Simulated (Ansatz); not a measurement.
Frontier orbitals of `FC1=C[SiH]1[GaH2]`.

Cartesian coordinates in Å:
```
F -2.2183 -1.2370 -1.2717
C -1.0465 -1.0645 -0.6881
C 0.1940 -1.4251 -0.9199
Si 0.0245 -0.4179 0.6300
Ga 0.6197 1.9151 0.6615
H 0.7779 -1.9865 -1.6354
H 0.0375 -1.1490 1.9319
H 0.8424 2.6445 -0.7115
H 0.7689 2.7204 2.0031
```

Total charge 0; spin multiplicity 1. Correlated methods include outer-core shells of Ga, which these sets cover unevenly. Scalar relativity is left out up to krypton. Geometry: relaxed with PBE0-D4/def2-TZVP. Basis def2-TZVPP, Ansatz 0.2.0.

Orbital energies of one run (eV). Highest occupied ones, from the top: -6.33, -7.09, -7.71, -7.79, -8.62, -10.80, -11.78, -12.03, -12.54, -14.10, -15.31, -20.43, -20.48, -20.60. Empty: -3.04, -0.78, -0.26, -0.01, 0.52, 1.32.

Question: Which functional gave them?
A. ωB97M-V
B. B3LYP
C. BLYP
D. r2SCAN

Answer: D. HOMO energies: r2SCAN -6.33, BLYP -5.98, ωB97M-V -9.21, B3LYP -7.00 eV.

B3LYP here is the variant with VWN-RPA as its local correlation; programs differ in this.
